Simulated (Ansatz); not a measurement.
Breaking the B1–H2 bond in C2H7B (SMILES BCC) (multiplicity 1 held, fragments rigid). Energies count from the point at 1.195 Å.
Geometry at that point (charge 0, multiplicity 1):
```json
[
 {"atom": "B", "x (Å)": "-0.7451", "y (Å)": "1.0097", "z (Å)": "0.7393"},
 {"atom": "H", "x (Å)": "-1.0555", "y (Å)": "1.2698", "z (Å)": "1.8631"},
 {"atom": "H", "x (Å)": "-1.1425", "y (Å)": "1.7179", "z (Å)": "-0.1381"},
 {"atom": "C", "x (Å)": "0.2045", "y (Å)": "-0.1837", "z (Å)": "0.4538"},
 {"atom": "C", "x (Å)": "0.3821", "y (Å)": "-0.6374", "z (Å)": "-0.9973"},
 {"atom": "H", "x (Å)": "-0.0317", "y (Å)": "-1.0298", "z (Å)": "1.1103"},
 {"atom": "H", "x (Å)": "1.1699", "y (Å)": "0.1762", "z (Å)": "0.8572"},
 {"atom": "H", "x (Å)": "0.6743", "y (Å)": "0.1982", "z (Å)": "-1.6362"},
 {"atom": "H", "x (Å)": "-0.5510", "y (Å)": "-1.0392", "z (Å)": "-1.3976"},
 {"atom": "H", "x (Å)": "1.1427", "y (Å)": "-1.4149", "z (Å)": "-1.0944"}
]
```

Signs of static correlation in cc-pVDZ, with CASSCF(2,2), from Ansatz (a quantum-chemistry and plane-wave program) runs.

```csv
R (Å),T1 of restricted CCSD,⟨S²⟩ of UHF,largest double amplitude of restricted CCSD,weight of the CASSCF reference in MRCISD,CASSCF natural occupations
0.956,0.008,0.000,0.032,0.884,1.99 0.01
1.075,0.008,0.000,0.033,0.883,1.99 0.01
1.195,0.008,0.000,0.033,0.883,1.98 0.02
1.314,0.008,0.000,0.032,0.883,1.98 0.02
1.433,0.008,0.000,0.031,0.883,1.97 0.03
1.613,0.009,0.000,[?],0.884,1.95 0.05
1.792,0.011,0.000,0.095,0.884,1.93 0.07
2.090,0.016,0.384,0.194,0.884,1.86 0.14
2.389,0.024,0.717,0.269,0.884,1.76 0.24
2.747,0.037,0.890,[?],0.885,1.60 0.40
3.225,0.059,0.970,0.605,0.885,1.37 0.63
3.822,0.080,0.996,0.815,0.885,1.18 0.82
```

Task: Some entries are withheld; supply them.

Result: 
- 1.613, largest double amplitude of restricted CCSD: 0.055
- 2.747, largest double amplitude of restricted CCSD: 0.414

Doubts at one or more of the structures used: a restricted determinant that unrestricted orbitals would lower (R-CCSD(T)/cc-pVDZ); other coupled-cluster roots lie near (R-CCSD(T)/cc-pVDZ); T1 above 0.05 (R-CCSD(T)/cc-pVDZ, U-CCSD(T)/cc-pVDZ); a spin-contaminated determinant (U-CCSD(T)/cc-pVDZ); the program's own flag: other amplitudes (U-CCSD(T)/cc-pVDZ).
